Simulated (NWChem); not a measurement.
System: AlH$_{3}$; SMILES [AlH3]

Computed with NWChem. Pople sets run with spherical d functions. All runs use the structure optimised with PBE0-D3(BJ)/def2-TZVP. Core excitations by TDA in a window of 1s orbitals, non-relativistic and unshifted: absolute energies depend strongly on the exact-exchange share.

Question: Estimate the computed values for Al K edge, PBE0/6-311G**. Quantities: first 1s excitation (eV); dipole oscillator strength of the first; first state with f > 0.002 (eV); dipole oscillator strength of that state.

Answer: The first 1s excitation (eV) is 1523.5 and the dipole oscillator strength of the first is 0.0063. The first state with f > 0.002 (eV) is 1523.5. The dipole oscillator strength of that state comes out as 0.0063.
